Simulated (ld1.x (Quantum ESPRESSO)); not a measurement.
# Varying the TM potential for gallium

Base potential:

| Item | Value |
| --- | --- |
| Element | gallium |
| Generator | ld1.x (Quantum ESPRESSO) 7.5 |
| Type | norm-conserving Troullier–Martins (Kleinman–Bylander form) |
| Functional | PBE |
| Relativity | fully relativistic |
| Frozen core | [Ne] 3s2 |
| Valence charge | 19 |
| Reference configuration | 3p6 3d10 4s2 4p1 |
| Partial waves | 4s (bound): rc 1.95 bohr; 3p (bound): rc 0.65 bohr; 3d (bound): rc 0.95 bohr |
| Local potential | the d channel |
| Core correction | Bessel-smoothed model core, default radius (core density twice the valence density) |

Open shells are filled in proportion to 2j + 1 (rel_dist='average').

Occupied shells without a wave of their own: 4p. They enter only through the test configuration that unscreens the potential, and ld1.x also counts them in the model core charge.

All-electron outer shells of the reference configuration (PBE, scalar-relativistic, ld1.x):

```json
{"shell": "2p", "level (eV)": "-1098.84", "outermost node (bohr)": "–", "outermost maximum (bohr)": "0.15"}
{"shell": "3s", "level (eV)": "-148.13", "outermost node (bohr)": "0.27", "outermost maximum (bohr)": "0.56"}
{"shell": "3p", "level (eV)": "-98.86", "outermost node (bohr)": "0.24", "outermost maximum (bohr)": "0.56"}
{"shell": "3d", "level (eV)": "-19.15", "outermost node (bohr)": "–", "outermost maximum (bohr)": "0.53"}
{"shell": "4s", "level (eV)": "-8.95", "outermost node (bohr)": "0.81", "outermost maximum (bohr)": "1.90"}
{"shell": "4p", "level (eV)": "-2.58", "outermost node (bohr)": "0.87", "outermost maximum (bohr)": "2.53"}
```

Cutoffs, loose and tight: the cutoffs (Ry, on a coarse ladder) from which the occupation-weighted sum of valence levels, in a spherical-Bessel basis at the reference potential, stays within 10 and 1 mRy of its value at 400 Ry. They do not see the model core or the augmentation charge, which bear on the density cutoff. Test errors are all-electron minus pseudo excitation energies from the reference, over the configurations 3p6 3d10 4s2 4p0; 3p6 3d10 4s1 4p0; 3p6 3d10 4s0 4p0; 3p6 3d10 4s0 4p3; 3p6 3d9 4s0 4p0; 3p6 3d10 4s1 4p2; 3p6 3d9 4s2 4p1. A dash means not determined; rows that change the core or the reference have their own tests.

With those shells counted twice in exchange and correlation these files are broken, and their errors move erratically; no question is asked of them.

A true bound ghost makes a file unfit for plane-wave use even where its test errors are small: the radial tests pick states by their node count and pass the ghost by.

Cutoffs are not given where the Bessel-basis levels miss the radial ones by over 6 mRy, ghosts where they miss by over 20 mRy; a channel whose overlap is not positive is not tested.

The default core radius of the base comes out at 0.29 bohr.

```tsv
change	outcome	cutoff, loose	cutoff, tight	bound ghosts	largest test error (meV)
base	generated, misses its reference levels by 0.28 eV	260 Ry	over 300 Ry	s	-448
wave 4s (bound): rc 1.95 bohr becomes 4s (bound): rc 1.56 bohr	generated, misses its reference levels by 0.28 eV	260 Ry	over 300 Ry	s	-444
wave 3p (bound): rc 0.65 bohr becomes 3p (bound): rc 0.46 bohr	generated, misses its reference levels by 0.28 eV	–	–	s	-464
reference 3p6 3d10 4s1 4p2	generated, misses its reference levels by 0.28 eV	260 Ry	over 300 Ry	s	-287
local potential the s channel	failed: run_pseudo: Errors in PS-KS equation	–	–	–	–
type ultrasoft; waves now 4s (bound): rcut 1.70, rcutus 1.95 bohr; 4s channel at 0.05 Ry: rcut 1.70, rcutus 1.95 bohr; 3p (bound): rc 0.65 bohr; 4p (bound): rc 0.65 bohr; 3d (bound): rcut 0.85, rcutus 0.95 bohr; 3d channel at -0.55 Ry: rcut 0.85, rcutus 0.95 bohr; local potential all-electron potential smoothed inside 0.65 bohr (lloc = -1); augmentation PSQ, inside the norm-conserving radii	failed: chargeps: negative rho	–	–	–	–
core correction Bessel-smoothed model core inside 0.46 bohr	generated, misses its reference levels by 0.28 eV	260 Ry	over 300 Ry	s	-448
all radii but the core radius scaled by about 1.31 (s 2.56, p 0.86, d 1.24 bohr)	generated, misses its reference levels by 0.28 eV	180 Ry	over 300 Ry	s	-765
wave 3d (bound): rc 0.95 bohr becomes 3d (bound): rc 1.10 bohr	generated, misses its reference levels by 0.28 eV	230 Ry	over 300 Ry	s	-417
core [Ar] 3d10, valence charge 3; reference 4s2 4p0; waves now 4s (bound): rc 1.40 bohr; 4p (bound): rc 1.75 bohr; local potential all-electron potential smoothed inside 1.20 bohr (lloc = -1); core correction none	generated	35 Ry	80 Ry	s, d	+184
scalar-relativistic	generated	260 Ry	over 300 Ry	s	-454
wave 4s (bound): rc 1.95 bohr becomes 4s (bound): rc 1.54 bohr	generated, misses its reference levels by 0.28 eV	260 Ry	over 300 Ry	s	-444
all radii but the core radius scaled by about 1.29 (s 2.52, p 0.84, d 1.22 bohr)	generated, misses its reference levels by 0.28 eV	200 Ry	over 300 Ry	s	-683
```
